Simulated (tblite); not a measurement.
C4H9Al.
Bonds: C1–C2 (double), C2–Al3, C2–C4, C4–C5. Hydrogens: H6, H7 on C1; H8, H9 on Al3; H10, H11 on C4; H12, H13, H14 on C5.

Computed with GFN2-xTB (tblite), gas phase: L-BFGS steps from a force-field or distance-geometry start until the largest atomic force falls under 0.01 eV/Å.

Step 3: E = -385.4099 eV
```
atom  x, y, z in Å  |  force x, y, z in eV/Å
C1      1.2794   -1.0231    0.9445    0.243  -0.227   0.275
C2      0.6403   -0.2665    0.0508   -0.464  -0.061  -0.001
Al3     1.4790    1.4328   -0.4845    0.442  -0.449   0.436
C4     -0.7200   -0.7468   -0.4008    0.082   0.734  -0.713
C5     -1.8266    0.2774   -0.1323    0.622   0.079   0.131
H6      2.2492   -0.7591    1.3508   -0.064   0.039  -0.122
H7      0.8680   -1.9614    1.3156    0.085   0.145  -0.029
H8      1.2352    2.6768    0.3657   -0.097   0.413  -0.116
H9      2.7223    1.3554   -1.4046   -0.074   0.249  -0.197
H10    -0.9519   -1.6771    0.0727   -0.297  -0.674   0.257
H11    -0.6865   -0.8966   -1.4906    0.062  -0.106   0.117
H12    -2.6967   -0.0032   -0.6837   -0.645  -0.089  -0.301
H13    -2.0705    0.3055    0.9193   -0.010   0.072   0.259
H14    -1.5220    1.2853   -0.4449    0.117  -0.125   0.004
```

Step 4: E = -385.4680 eV
```
atom  x, y, z in Å  |  force x, y, z in eV/Å
C1      1.2787   -1.0240    0.9450    0.035  -0.002  -0.003
C2      0.6344   -0.2661    0.0453   -0.171  -0.205   0.355
Al3     1.5192    1.4242   -0.4413    0.157  -0.513   0.165
C4     -0.7221   -0.7437   -0.4049   -0.025   0.066  -0.290
C5     -1.8246    0.2702   -0.1403    0.086   0.108   0.125
H6      2.2467   -0.7572    1.3462    0.047   0.077  -0.081
H7      0.8735   -1.9588    1.3175    0.015   0.014   0.010
H8      1.2289    2.6845    0.3450   -0.064   0.505   0.039
H9      2.7074    1.3690   -1.4150    0.081   0.211  -0.175
H10    -0.9684   -1.6912    0.0694   -0.097  -0.168   0.044
H11    -0.6823   -0.8977   -1.4819    0.058  -0.144  -0.238
H12    -2.7179   -0.0003   -0.6881   -0.183   0.015  -0.060
H13    -2.0579    0.3164    0.9123   -0.085  -0.056   0.323
H14    -1.5163    1.2741   -0.4314    0.145   0.092  -0.213
```

**Question.** Estimate the geometry and energy of step 5. (The exact step hangs on the optimiser's Hessian estimate; all steps are aligned on step 4, rigid shifts and turns removed.)

**Answer.** E = -385.4903 eV, largest force 0.374 eV/Å
```
atom  x, y, z in Å  |  force x, y, z in eV/Å
C1      1.2788   -1.0240    0.9448    0.026  -0.103   0.072
C2      0.6298   -0.2692    0.0491   -0.155  -0.092   0.239
Al3     1.5373    1.4125   -0.4218    0.030  -0.318   0.107
C4     -0.7237   -0.7436   -0.4097   -0.086  -0.192  -0.030
C5     -1.8242    0.2690   -0.1416   -0.132   0.109   0.088
H6      2.2466   -0.7552    1.3431    0.084   0.091  -0.059
H7      0.8758   -1.9579    1.3186    0.011  -0.039   0.032
H8      1.2254    2.6957    0.3375   -0.014   0.373   0.014
H9      2.7030    1.3778   -1.4219    0.113   0.175  -0.137
H10    -0.9760   -1.6979    0.0681   -0.024   0.042  -0.070
H11    -0.6797   -0.9004   -1.4830    0.055  -0.134  -0.317
H12    -2.7280    0.0014   -0.6900    0.047   0.077   0.075
H13    -2.0543    0.3197    0.9144   -0.076  -0.093   0.227
H14    -1.5116    1.2716   -0.4298    0.120   0.103  -0.240
```

The energy changes by -0.0223 eV. The first-order estimate −F·Δx gives -0.0297 eV and the mean of the old and new forces, exact on a quadratic surface, -0.0223 eV. The step makes an angle of 50° with the force vector and moves no atom by more than 0.029 Å.

The cost below is that of the whole relaxation. On one thread of an Arm Neoverse N1, no GPU, shared host, this took 0.97 s wall.
